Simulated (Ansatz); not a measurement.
Mg₃Si⁺. The state is a doublet with charge 1. Geometry r2SCAN-D4/def2-TZVP, that of the neutral singlet; atoms count from 1.

```
atom   x (Å)   y (Å)   z (Å)
 Mg1   0.420  -2.292   0.975
 Mg2  -1.341   2.051  -0.950
 Mg3   1.622   0.451  -0.042
 Si4  -0.701  -0.210   0.017
```

The charge 1 doublet is spin-contaminated (final ⟨S²⟩ up to 1.17, 0.75 for a pure state). The structure comes from a short search, and lower isomers may exist.

**Question.** Estimate the Mulliken populations from the PBE0/def2-TZVP orbitals of Ansatz.

**Answer.** 
```json
{"atom": "Mg1", "charge (e)": "0.37", "spin (α − β)": "0.40"}
{"atom": "Mg2", "charge (e)": "0.37", "spin (α − β)": "-0.47"}
{"atom": "Mg3", "charge (e)": "0.53", "spin (α − β)": "0.06"}
{"atom": "Si4", "charge (e)": "-0.27", "spin (α − β)": "1.01"}
```
Mulliken values depend strongly on the basis.

**Question.** Where does the spin sit?

**Answer.** Summed by element: Mg -0.01, Si 1.01, of 1 unpaired in all. Largest on single atoms: Si4 1.01, Mg2 -0.47, Mg1 0.40.

**Question.** And the Mayer bond orders between heavy atoms (over 0.3)?

**Answer.** Mg1–Mg3 0.34 (3.16 Å); Mg1–Si4 0.69 (2.55 Å); Mg2–Si4 0.74 (2.54 Å); Mg3–Si4 1.02 (2.42 Å).
